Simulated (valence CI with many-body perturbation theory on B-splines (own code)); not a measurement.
# Which ion has this spectrum?

A relativistic CI+MBPT calculation for an atom or ion with 13 electrons gives these levels (eV):

| J | Parity | E | g |
| --- | --- | --- | --- |
| 1/2 | odd | 0.000 | 0.66 |
| 3/2 | odd | 1.899 | 1.33 |
| 1/2 | even | 25.835 | 2.66 |
| 3/2 | even | 26.595 | 1.73 |
| 5/2 | even | 27.576 | 1.59 |
| 3/2 | even | 34.287 | 0.80 |
| 5/2 | even | 34.486 | 1.21 |
| 1/2 | even | 42.061 | 1.78 |
| 1/2 | even | 44.718 | 0.89 |
| 3/2 | even | 45.594 | 1.33 |
| 3/2 | even | 54.642 | 0.80 |
| 5/2 | even | 54.828 | 1.20 |
| 3/2 | odd | 66.273 | 0.84 |
| 5/2 | odd | 66.615 | 1.20 |

The energies are calculated, with errors of perhaps 300 cm⁻¹, more in some levels.

Q: Which is it?
A. Mn12+
B. Co14+
C. Ni15+
D. Fe13+

A: A. Mn12+, ground level 3s2.3p 2P°_1/2.
